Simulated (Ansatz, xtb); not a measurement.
Ligand exchange: C3H5ClSn + YCl3 → C2H2Cl2Sn + Y(CH3)Cl2

Species: C3H5ClSn `C#[C][SnH]([CH3])[Cl]`, singlet; YCl3 `[Cl][Y]([Cl])[Cl]`, singlet; C2H2Cl2Sn `C#[C][SnH]([Cl])[Cl]`, singlet; Y(CH3)Cl2, singlet. The partners trade CH3 for Cl: Sn–CH3 and Y–Cl bonds give way to Sn–Cl and Y–CH3.

Shapes, held fixed at every level: PBE0-D4/def2-TZVP. Programs: Ansatz 0.2.0, xtb 6.7.1. Electronic energies: no zero-point or thermal term.

(1) Estimate ΔE of this reaction.

## Answers

(1) The highest level, CCSD(T)/def2-TZVPP, gives ΔE = +158.3 kJ/mol; the levels span +111.0 to +167.1. The column of differences is taken from that level and isn't an error. No measured value is set beside it here. For atoms past krypton def2 sets carry core potentials with scalar relativity. Outer-core shells of Sn, Y are correlated, in sets that cover them unevenly. Times are processor times on shared x86 and Arm servers, and rough.

```csv
level,kind,ΔE (kJ/mol),less CCSD(T)/def2-TZVPP,CPU time (sum over the molecules)
GFN0-xTB,semi-empirical,+111.0,-47.3,0.14 s
B3LYP-D4/def2-TZVPP,global hybrid,+153.4,-4.9,71 s
PBE0-D4/def2-TZVPP,global hybrid,+153.0,-5.3,41 s
wB97M-V/def2-TZVPP,range-separated hybrid,+153.4,-4.9,2.5 min
wB97X-V/def2-TZVPP,range-separated hybrid,+154.6,-3.7,1.8 min
B2PLYP/def2-TZVPP,double hybrid,+156.6,-1.7,82 s
MP2/def2-SVP,perturbation theory,+167.1,+8.8,–
CCSD/def2-TZVPP,coupled cluster or CI,+158.3,0.0,–
CCSD(T)/def2-TZVPP,coupled cluster or CI,+158.3,0.0,20 min
```
